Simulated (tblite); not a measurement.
Parent: `[CH2:1]=[CH:2]/[C:3]([CH3:4])=[N:5]\[CH2:6][SiH3:7]` with C1–C2–C3–C4 7°, C3–N5–C6–Si7 88°, C5H11NSi.

The geometries are computed with GFN2-xTB (gas phase). One conformer each, not checked by frequencies here.

```
coordinate of the parent    value
                   C1=C2  1.328 Å
                   C2–C3  1.464 Å
                   C3–C4  1.502 Å
                   C3=N5  1.271 Å
                   N5–C6  1.417 Å
                  C6–Si7  1.917 Å
                C1–C2–C3   125.4°
                C2–C3–C4   118.0°
                C2–C3–N5   126.1°
                C4–C3–N5   116.0°
                C3–N5–C6   125.4°
               N5–C6–Si7   109.2°
```

Problem. How does the shared frame change in `[CH2:1]=[CH:2]/[C:3]([CH3:4])=[N:5]/[C@@H:6]([SiH3:7])[CH2:8][SiH3:9]` with C1–C2–C3–C4 177°, C3–N5–C6–Si7 90°, N5–C6–C8–Si9 58°, C6H15NSi2? Atoms pair as C1 = C1, C2 = C2, C3 = C3, C4 = C4, N5 = N5, C6 = C6, Si7 = Si7 (parent first).

Solution. 
| parent | relative | value in the relative | change |
| --- | --- | --- | --- |
| C1=C2 | C1=C2 | 1.328 Å | 0.000 |
| C2–C3 | C2–C3 | 1.463 Å | -0.001 |
| C3–C4 | C3–C4 | 1.509 Å | +0.007 |
| C3=N5 | C3=N5 | 1.269 Å | -0.002 |
| N5–C6 | N5–C6 | 1.417 Å | 0.000 |
| C6–Si7 | C6–Si7 | 1.922 Å | +0.005 |
| C1–C2–C3 | C1–C2–C3 | 124.0° | -1.4 |
| C2–C3–C4 | C2–C3–C4 | 114.7° | -3.3 |
| C2–C3–N5 | C2–C3–N5 | 117.9° | -8.2 |
| C4–C3–N5 | C4–C3–N5 | 127.4° | +11.4 |
| C3–N5–C6 | C3–N5–C6 | 126.0° | +0.6 |
| N5–C6–Si7 | N5–C6–Si7 | 106.8° | -2.4 |

Of the parent's bonds, C3–C4 changes most (+0.007 Å). Bonds of the relative outside the shared frame: C6–C8 1.530, C8–Si9 1.902 Å. Point group C1 → C1.

Problem. How does the shared frame change in `[CH2:1]=[CH:2]/[C:3]([CH3:4])=[N:5]/[C@@H:6]([SiH3:7])[CH2:8][C:9]#[N:10]` with C1–C2–C3–C4 -2°, C3–N5–C6–Si7 89°, N5–C6–C8–C9 180°, C7H12N2Si? Atoms pair as C1 = C1, C2 = C2, C3 = C3, C4 = C4, N5 = N5, C6 = C6, Si7 = Si7 (parent first).

Solution. 
```tsv
parent	relative	value in the relative	change
C1=C2	C1=C2	1.328 Å	0.000
C2–C3	C2–C3	1.460 Å	-0.004
C3–C4	C3–C4	1.506 Å	+0.004
C3=N5	C3=N5	1.271 Å	0.000
N5–C6	N5–C6	1.417 Å	0.000
C6–Si7	C6–Si7	1.930 Å	+0.013
C1–C2–C3	C1–C2–C3	126.1°	+0.7
C2–C3–C4	C2–C3–C4	117.9°	-0.1
C2–C3–N5	C2–C3–N5	114.9°	-11.2
C4–C3–N5	C4–C3–N5	127.2°	+11.2
C3–N5–C6	C3–N5–C6	126.0°	+0.6
N5–C6–Si7	N5–C6–Si7	107.0°	-2.2
```

Of the parent's bonds, C6–Si7 changes most (+0.013 Å). Bonds of the relative outside the shared frame: C6–C8 1.540, C8–C9 1.435, C9≡N10 1.144 Å. Point group C1 → C1.

Problem. How does the shared frame change in `[CH:1]#[C:2][C@H:3]([SiH3:4])/[N:5]=[C:6](/[CH3:7])[CH:8]=[CH2:9]` with C2–C3–N5–C6 -151°, N5–C6–C8–C9 -174°, C7H11NSi? Atoms pair as C1 = C9, C2 = C8, C3 = C6, C4 = C7, N5 = N5, C6 = C3, Si7 = Si4 (parent first).

Solution. 
```json
{"parent": "C1=C2", "relative": "C9=C8", "value in the relative": "1.329 Å", "change": "+0.001"}
{"parent": "C2–C3", "relative": "C8–C6", "value in the relative": "1.464 Å", "change": "0.000"}
{"parent": "C3–C4", "relative": "C6–C7", "value in the relative": "1.502 Å", "change": "0.000"}
{"parent": "C3=N5", "relative": "C6=N5", "value in the relative": "1.271 Å", "change": "0.000"}
{"parent": "N5–C6", "relative": "N5–C3", "value in the relative": "1.421 Å", "change": "+0.004"}
{"parent": "C6–Si7", "relative": "C3–Si4", "value in the relative": "1.934 Å", "change": "+0.017"}
{"parent": "C1–C2–C3", "relative": "C9–C8–C6", "value in the relative": "125.3°", "change": "-0.1"}
{"parent": "C2–C3–C4", "relative": "C8–C6–C7", "value in the relative": "117.8°", "change": "-0.2"}
{"parent": "C2–C3–N5", "relative": "C8–C6–N5", "value in the relative": "126.3°", "change": "+0.2"}
{"parent": "C4–C3–N5", "relative": "C7–C6–N5", "value in the relative": "115.9°", "change": "-0.1"}
{"parent": "C3–N5–C6", "relative": "C6–N5–C3", "value in the relative": "125.6°", "change": "+0.2"}
{"parent": "N5–C6–Si7", "relative": "N5–C3–Si4", "value in the relative": "106.1°", "change": "-3.1"}
```

Of the parent's bonds, C6–Si7 changes most (+0.017 Å). Bonds of the relative outside the shared frame: C1≡C2 1.198, C2–C3 1.447 Å. Point group C1 → C1.

Problem. How does the shared frame change in `[CH2:1]=[CH:2]/[C:3]([CH3:4])=[N:5]\[C@H:6]([SiH3:7])[CH2:8][F:9]` with C1–C2–C3–C4 -9°, C3–N5–C6–Si7 -86°, N5–C6–C8–F9 166°, C6H12FNSi? Atoms pair as C1 = C1, C2 = C2, C3 = C3, C4 = C4, N5 = N5, C6 = C6, Si7 = Si7 (parent first).

Solution. 
| parent | relative | value in the relative | change |
| --- | --- | --- | --- |
| C1=C2 | C1=C2 | 1.329 Å | +0.001 |
| C2–C3 | C2–C3 | 1.463 Å | -0.001 |
| C3–C4 | C3–C4 | 1.502 Å | 0.000 |
| C3=N5 | C3=N5 | 1.272 Å | +0.001 |
| N5–C6 | N5–C6 | 1.418 Å | +0.001 |
| C6–Si7 | C6–Si7 | 1.931 Å | +0.014 |
| C1–C2–C3 | C1–C2–C3 | 125.2° | -0.2 |
| C2–C3–C4 | C2–C3–C4 | 118.0° | 0.0 |
| C2–C3–N5 | C2–C3–N5 | 126.1° | 0.0 |
| C4–C3–N5 | C4–C3–N5 | 115.9° | -0.1 |
| C3–N5–C6 | C3–N5–C6 | 125.8° | +0.4 |
| N5–C6–Si7 | N5–C6–Si7 | 108.3° | -0.9 |

Of the parent's bonds, C6–Si7 changes most (+0.014 Å). Bonds of the relative outside the shared frame: C6–C8 1.523, C8–F9 1.376 Å. Point group C1 → C1.

Problem. How does the shared frame change in `[H]/[N:9]=[CH:8]/[C@@H:6](/[N:5]=[C:3](\[CH:2]=[CH2:1])[CH3:4])[SiH3:7]` with C1–C2–C3–C4 -3°, C3–N5–C6–Si7 94°, N5–C6–C8–N9 159°, C6H12N2Si? Atoms pair as C1 = C1, C2 = C2, C3 = C3, C4 = C4, N5 = N5, C6 = C6, Si7 = Si7 (parent first).

Solution. 
| parent | relative | value in the relative | change |
| --- | --- | --- | --- |
| C1=C2 | C1=C2 | 1.329 Å | +0.001 |
| C2–C3 | C2–C3 | 1.463 Å | -0.001 |
| C3–C4 | C3–C4 | 1.502 Å | 0.000 |
| C3=N5 | C3=N5 | 1.272 Å | +0.001 |
| N5–C6 | N5–C6 | 1.414 Å | -0.003 |
| C6–Si7 | C6–Si7 | 1.939 Å | +0.022 |
| C1–C2–C3 | C1–C2–C3 | 125.1° | -0.3 |
| C2–C3–C4 | C2–C3–C4 | 117.9° | -0.1 |
| C2–C3–N5 | C2–C3–N5 | 126.2° | +0.1 |
| C4–C3–N5 | C4–C3–N5 | 115.9° | -0.1 |
| C3–N5–C6 | C3–N5–C6 | 125.9° | +0.5 |
| N5–C6–Si7 | N5–C6–Si7 | 106.2° | -3.0 |

Of the parent's bonds, C6–Si7 changes most (+0.022 Å). Bonds of the relative outside the shared frame: C6–C8 1.478, C8=N9 1.259 Å. Point group C1 → C1.
